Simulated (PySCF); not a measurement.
Below is a simulated gas-phase C 1s photoelectron spectrum of `[GeH3][O]C1=CCC1`.

Every computed line was given a Gaussian of 1.0 eV full width at half maximum and an area set by the number of equivalent atoms; the highest printed point is 100. Method: delta-SCF UKS SCAN, pcX-2 on the ionised atom, pcseg-1 elsewhere, spin-free X2C (PySCF 2.14.0).

binding energy (eV), intensity and a bar:
```
    288.0          0 
    288.1          0 
    288.2          1 
    288.3          1 
    288.4          2 #
    288.5          4 #
    288.6          6 ##
    288.7         10 ###
    288.8         15 ####
    288.9         20 ######
    289.0         27 ########
    289.1         34 ##########
    289.2         41 ############
    289.3         47 ##############
    289.4         51 ###############
    289.5         54 ################
    289.6         56 #################
    289.7         58 #################
    289.8         61 ##################
    289.9         65 ###################
    290.0         71 #####################
    290.1         79 ########################
    290.2         87 ##########################
    290.3         94 ############################
    290.4         99 ##############################
    290.5        100 ##############################
    290.6         97 #############################
    290.7         91 ###########################
    290.8         82 #########################
    290.9         73 ######################
    291.0         65 ####################
    291.1         59 ##################
    291.2         56 #################
    291.3         54 ################
    291.4         54 ################
    291.5         53 ################
    291.6         51 ###############
    291.7         47 ##############
    291.8         42 #############
    291.9         36 ###########
    292.0         29 #########
    292.1         22 #######
    292.2         16 #####
    292.3         11 ###
    292.4          7 ##
    292.5          4 #
    292.6          3 #
    292.7          1 
    292.8          1 
    292.9          0 
    293.0          0
```

Q: Count the maxima, the lines and the sites behind this envelope.

A: The curve has 1 maximum (at 290.5 eV). Under it lie 4 lines from 4 inequivalent carbon sites. At this width some lines have no maximum of their own.

Q: Decompose the envelope and assign each component. Numbering: `[GeH3:1][O:2][C:3]1=[CH:4][CH2:5][CH2:6]1`.

A: 
```tsv
position (eV)	relative area	line	atoms	environment
289.45	1	C 1s	C4	alkene CH carbon
290.47	1	C 1s	C5	allylic carbon
290.50	1	C 1s	C6	allylic carbon
291.57	1	C 1s	C3	vinylic carbon bearing oxygen
```

Q: What are the centre and the root-mean-square width of the whole band?

A: The area-weighted mean of the lines is 290.50 eV. Their own spread about it is 0.75 eV (rms) and each Gaussian has σ = 1.0/2.355 = 0.42 eV; the variances add, which gives 0.86 eV.

Lowest listed C 1s: C4, bonded to C (double bond), C and H. Highest, 2.12 eV above it: C3, bonded to O, C (double bond) and C. Summing the Pauling electronegativity differences to the bonded atoms, each weighted by its formal bond order, gives -0.35 for the lowest site and +0.89 for the highest; no listed site has a larger sum than the highest. The smallest sum, -0.70, belongs to C5, 1.02 eV above the lowest. The values 290.47 and 290.50 eV lie too close for their order to be trusted.

No satellites, vibrations or lifetime broadening are included. Spin contamination (⟨S²⟩ against 0.75 for a pure doublet) is marked for C 1s of C3 (0.85), which makes this value less certain. The structure is a single PBE0-D3(BJ)/def2-SVP conformer in the gas phase; no vibrational or solvent corrections.

Conformer computed: `[GeH3:1][O:2][C:3]1=[CH:4][CH2:5][CH2:6]1`: Ge1–O2–C3–C4 1°.
